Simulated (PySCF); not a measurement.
C2H4BBrO.
SMILES with atom numbers: `[CH2:1]=[CH:2][O:3][BH:4][Br:5]` (hydrogens: H6, H7 on C1; H8 on C2; H9 on B4)

Computed, not measured: PySCF, PBE0-D3(BJ)/def2-SVP geometry optimisation, gas phase.

Task: List the bond lengths, angles and torsions at this level.

Result: 
```tsv
bond	length (bohr)	order
C1=C2	2.511	double
C2–O3	2.578	single
O3–B4	2.534	single
B4–Br5	3.632	single
C1–H6	2.064	single
C1–H7	2.061	single
C2–H8	2.067	single
B4–H9	2.272	single
```

Orders are formal, as drawn. A selection of angles:
```tsv
angle	degrees
C2–C1–H6	122.3
C2–C1–H7	119.2
H6–C1–H7	118.5
C1–C2–O3	124.8
C1–C2–H8	123.1
O3–C2–H8	111.9
C2–O3–B4	131.4
O3–B4–Br5	123.1
O3–B4–H9	118.3
Br5–B4–H9	118.6
```

Torsions: C1–C2–O3–B4 -56° (synclinal); C2–O3–B4–Br5 -5° (synperiplanar). The mirror-image conformer, all signs reversed, is as good.

Of the pairs four or more bonds apart, C1···Br5 is among the closest relative to their van der Waals radii: 3.52 Å, 99 % of the sum of Bondi's values. B4 (three-coordinate boron) is planar (angles 123.1°, 118.6° and 118.3°, sum 360.0°, 0.01 Å off the plane of its three neighbours).

Point group: C1 (no symmetry element, even within 0.4 Å). Whether it is a minimum is left open (no frequencies). One conformer, not necessarily the lowest.
